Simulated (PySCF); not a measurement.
## Interval between two levels of Ar(3+) by level of theory

Ar(3+) [Ne] 3s2 3p3 [4S3/2, M_J = 3/2] → Ar(3+) [Ne] 3s1 3p3 4s1 [6S5/2, M_J = 5/2], as a difference of total energies. Calculation: PySCF 2.14, in x2c-SVPall-2c with one added diffuse shell each of s, p type (5s5p1d, 25 functions); the two-component X2C-1e Hamiltonian. Correlated levels: [Ne] frozen. "Screened" scales the spin-orbit matrix elements by Boettger's factors to mimic the two-electron term; Breit and QED terms are absent.

```tsv
method	interval between two levels (cm⁻¹)
GHF (spin-free)	314590
GMP2 (spin-free)	324500
GHF (screened spin-orbit)	314610
GMP2 (screened spin-orbit)	324510
```

The labels give the starting determinants; with spin-orbit coupling the two ends relaxed to ⟨J²⟩ = 3.75, ⟨L²⟩ = 0.00, ⟨S²⟩ = 3.75 and ⟨J²⟩ = 8.75, ⟨L²⟩ = 0.00, ⟨S²⟩ = 8.75.
